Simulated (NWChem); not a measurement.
System: Si2H5O2F; SMILES F[SiH2][SiH](O)O

The following NWChem deck was run.

```
start job
memory heap 200 mb stack 900 mb global 1100 mb
geometry units angstroms noautosym nocenter noautoz
  O      1.554780     1.127186    -0.549778
  Si     0.158766     0.777360     0.287497
  O     -1.124349     1.731003    -0.173610
  Si    -0.551062    -1.368060    -0.307821
  F      0.559541    -2.443030     0.226074
  H      2.236634     1.622987    -0.088307
  H      0.445271     0.951771     1.749850
  H     -1.086502     2.674233     0.011810
  H     -0.670792    -1.517114    -1.787709
  H     -1.856127    -1.713690     0.329283
end
basis spherical
  * library def2-svp
end
dft
  xc b3lyp
  iterations 150
end
cosmo
  do_cosmo_smd true
  solvent cychexon
end
task dft energy
```

Coordinates come from a PBE0/def2-SVP optimisation. Solvent: cyclohexanone.

Level: B3LYP/def2-SVP with SMD (1 M gas to 1 M solution), gas-phase geometry. Reactions with the solvent are ignored.

Problem. Predict the main results of this run. (B3LYP/def2-SVP, SMD on the gas-phase geometry.) Quantities: solvation free energy (kcal/mol); cavity-dispersion-structure term (kcal/mol); dipole in solution (D).

Solution. 
* **solvation free energy (kcal/mol)**: -5.7
* **cavity-dispersion-structure term (kcal/mol)**: -0.5
* **dipole in solution (D)**: 3.82
